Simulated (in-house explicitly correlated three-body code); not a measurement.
Values are calculated unless marked as measured or tabulated.
## Two electrons around a charge Z: functional-driven and density-driven errors

The exact non-relativistic ground state comes from a variational code in 260 exponentially correlated functions, the Kohn-Sham parts from inverting its density (past Z = 6 the correlation energy is taken as exact minus Hartree-Fock, equal to within microhartrees), and self-consistent runs (Hartree-Fock is restricted) from a B-spline radial code. Z may be fractional; the second electron is bound down to Z = 0.911.

The total error of a self-consistent run is the error on the exact density (functional-driven) plus the energy gained by relaxing to the functional's own density (density-driven, never positive). «Unbound» marks a run whose level isn't bound or that didn't converge.

```csv
Z,AM05 functional (mEh),AM05 density (mEh),revTPSS functional (mEh),revTPSS density (mEh),RPBE functional (mEh),RPBE density (mEh)
1.1,+14.08,unbound,-5.73,unbound,-6.71,unbound
1.19,+17.26,unbound,-6.35,unbound,-6.77,unbound
1.3,+21.41,-0.80,-6.88,-0.18,-6.77,-0.85
1.42,?,?,?,?,?,?
1.58,?,?,?,?,?,?
1.74,+40.11,-1.04,-7.90,-0.15,-6.37,-0.99
1.98,+51.34,-1.13,-8.16,-0.15,-5.99,-1.06
2.18,+61.10,-1.20,-8.30,-0.16,-5.62,-1.10
2.38,+71.17,-1.25,-8.41,-0.17,-5.22,-1.14
2.58,+81.50,-1.30,-8.48,-0.17,-4.79,-1.17
```

Question: What belongs in the row Z = 1.42?

Answer: AM05 functional (mEh): +26.21; AM05 density (mEh): -0.87; revTPSS functional (mEh): -7.27; revTPSS density (mEh): -0.15; RPBE functional (mEh): -6.72; RPBE density (mEh): -0.89.

Question: What belongs in the row Z = 1.58?

Answer: AM05 functional (mEh): +32.98; AM05 density (mEh): -0.96; revTPSS functional (mEh): -7.64; revTPSS density (mEh): -0.14; RPBE functional (mEh): -6.57; RPBE density (mEh): -0.94.

Question: Which part of the error is larger?

Answer: AM05: functional-driven +81.50, density-driven -1.30 mEh at Z = 2.58; revTPSS: functional-driven -8.48, density-driven -0.17 mEh at Z = 2.58; RPBE: functional-driven -4.79, density-driven -1.17 mEh at Z = 2.58. The density-driven part is second order in the error of the density, so it stays small unless the second electron is loosely bound.
